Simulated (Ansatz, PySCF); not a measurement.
Dimer: CH3F (SMILES CF) (first 5 atoms) with C2H3F (SMILES C=CF); geometry from B3LYP-D3(BJ)/def2-TZVP, rigid monomers moved along the line of their centres of mass till F2···H9 is 3.26 Å.
(charge 0, multiplicity 1):
| atom | x (Å) | y (Å) | z (Å) |
|---|---|---|---|
| C | 0.3677 | 0.6683 | -0.2241 |
| F | -1.0092 | 0.5520 | -0.0261 |
| H | 0.5807 | 1.6753 | -0.5837 |
| H | 0.8713 | 0.4874 | 0.7244 |
| H | 0.6732 | -0.0702 | -0.9659 |
| C | -1.2365 | -0.4510 | 4.1684 |
| C | -0.0524 | -0.4970 | 4.7418 |
| F | 1.0880 | -0.2375 | 4.0592 |
| H | -1.3592 | -0.2037 | 3.1228 |
| H | -2.1118 | -0.6676 | 4.7632 |
| H | 0.1540 | -0.7348 | 5.7767 |

Counterpoise-corrected where a basis set is named; no monomer relaxation. Rows marked so take none.

Frozen-core correlation. Rows in STO-3G carry no dispersion term and start afresh at each structure.

Codes used: Ansatz (Gaussian orbitals); PySCF for STO-3G rows, the dispersion terms. Values without a source in brackets are computed.

```json
[
 {"level": "HF/STO-3G (no counterpoise)", "interaction energy (kcal/mol)": "-0.28"},
 {"level": "PBE-D3(BJ)/def2-TZVPPD", "interaction energy (kcal/mol)": "-1.19"},
 {"level": "PBE-D4/def2-TZVPPD", "interaction energy (kcal/mol)": "-1.20"},
 {"level": "B3LYP/def2-TZVPPD", "interaction energy (kcal/mol)": "(withheld)"},
 {"level": "B3LYP-D3(BJ)/def2-TZVPPD", "interaction energy (kcal/mol)": "-1.07"},
 {"level": "B3LYP-D4/def2-TZVPPD", "interaction energy (kcal/mol)": "-1.06"},
 {"level": "PBE0-D3(BJ)/def2-TZVPPD", "interaction energy (kcal/mol)": "-1.21"},
 {"level": "CCSD/aug-cc-pVDZ", "interaction energy (kcal/mol)": "-1.07"},
 {"level": "CCSD(T)/aug-cc-pVDZ", "interaction energy (kcal/mol)": "-1.10"}
]
```

Task: Fill in the missing entries.

Result: 
- B3LYP/def2-TZVPPD, interaction energy (kcal/mol): -0.63

Ansatz is a first-principles code.
